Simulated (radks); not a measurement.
Problem. Sm46+, 16 electrons, occupied as [Ne] 3s2 3p4. Method: Dirac Kohn-Sham, BLYP, spin-unpolarised, spherical densities, finite nucleus; open shells fill j = l - 1/2 first; Fermi nuclear charge, rms radius 5.0819 fm; computed with a radial shooting solver on a logarithmic mesh with Libxc functionals.

Spin-orbit splittings of the eigenvalues, e(l+1/2) - e(l-1/2), with zeta = 2 splitting/(2l+1) and mean radii in bohr:

| shell | occ. | splitting (eV) | zeta (eV) | <r> j=l-1/2 | <r> j=l+1/2 |
|---|---|---|---|---|---|
| 2p | 6 | ? | ? | 0.07973 | 0.08612 |
| 3p | 4 | 156.2 | 104.1 | 0.2202 | 0.2299 |

Estimate the 2p splitting.

Solution. 616.8 eV (zeta = 411.2 eV).
